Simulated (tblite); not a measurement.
C₄H₁₀BNO.
Geometry (GFN2-xTB, Å), atoms numbered from 1 in this order:
```
atom  x, y, z in Å
C1     3.0681    0.8620    0.2498
C2     1.9300    0.3889   -0.4761
N3     1.0219    0.0073   -1.0663
B4    -0.2500   -0.4696   -1.6224
C5    -1.3902    0.1508   -0.6070
O6    -1.0772   -0.1388    0.7528
C7    -2.0525    0.3168    1.6446
H8     2.8503    0.8269    1.3175
H9     3.2918    1.8895   -0.0380
H10    3.9330    0.2331    0.0382
H11   -0.1969   -1.6568   -1.5897
H12   -0.3532   -0.0231   -2.7207
H13   -2.3730   -0.2771   -0.8532
H14   -1.4810    1.2439   -0.7200
H15   -1.7308    0.0353    2.6471
H16   -2.1657    1.4102    1.5939
H17   -3.0317   -0.1380    1.4396
```

Computed with GFN2-xTB (tblite): harmonic, unscaled wavenumbers at the GFN2-xTB geometry, gas phase. This tight-binding method is rough: wavenumbers can miss measured ones by several per cent, in bad cases by 10 to 20. Modes of hydrogen on boron can be 10 to 20 % off. One conformer, not necessarily the lowest.

Harmonic wavenumbers (cm⁻¹): 33.9, 41.4, 79.8, 114.3, 160.9, 213.7, 232.9, 294.2, 333.3, 366.7, 479.9, 679.4, 741.9, 819.3, 893.1, 943.7, 993.7, 999.8, 1007.1, 1046.9, 1077.3, 1094.1, 1138.2, 1165.7, 1171.0, 1223.4, 1309.8, 1367.0, 1411.2, 1414.7, 1415.0, 1476.1, 1498.8, 1506.0, 2394.5, 2454.0, 2467.1, 2818.4, 2855.6, 2870.3, 2893.0, 3003.4, 3005.2, 3006.4, 3010.8.

A = 4147, B = 1429, C = 1114 MHz; mass 99.086 u (most abundant isotopes); point group C1, symmetry number 1.

**Question.** What is the zero-point energy?

**Answer.** Half the sum of the wavenumbers: 29761 cm⁻¹ = 85.09 kcal/mol.

**Question.** Entropy at 350 K, 1 bar (ideal gas, RRHO, classical rotation)?

**Answer.** Translation 40.51, rotation 28.76, vibration 35.19: S = 104.5 cal/(mol K).

**Question.** And Cp and H(350 K) − H(0)?

**Answer.** Cp = 38.55 cal/(mol K), of which vibrations give 30.60 (their classical limit is 45 R = 89.4); H(350 K) − H(0) = 8.64 kcal/mol without the zero-point energy, 5.86 from vibrations.

**Question.** How do the functions run with temperature in this model?

**Answer.** 
```tsv
T (K)	S (cal/(mol K))	Cp (cal/(mol K))	H − H(0) (kcal/mol)	G − H(0) (kcal/mol)	ln q(vib)
50	58.9	14.5	0.55	-2.39	0.99
100	70.6	19.6	1.41	-5.65	2.57
298.15	98.6	34.4	6.75	-22.65	8.01
373.15	107.0	40.4	9.56	-30.36	9.83
500	120.1	49.7	15.29	-44.78	12.79
750	143.1	63.4	29.53	-77.76	18.27
1000	162.6	72.6	46.61	-116.03	23.33
```

q(vib) and H(0) count from the zero-point level.

**Question.** Blend soft modes into free rotors: weight 1/[1 + (100 cm⁻¹/ν̃)⁴] for the oscillator and the rest for a rotor with moment μB/(μ + B), μ = h/(8π²ν), B = 10⁻⁴⁴ kg m². What vibrational entropy results?

**Answer.** 30.87 cal/(mol K) in place of 35.19, which changes −T·S at 350 K by +1.51 kcal/mol.

**Question.** What must be added to the electronic energy to get the Gibbs energy at 350 K and 1 bar?

**Answer.** ZPE + [H(350 K) − H(0)] − T·S = 85.09 + 8.64 − 36.56 = 57.17 kcal/mol.

Hindered rotation and anharmonicity are outside this model. Other conformers, if any are populated, would add a mixing term that is left out. The structure is chiral; the term R ln 2 for an equal mix with its mirror image is left out.
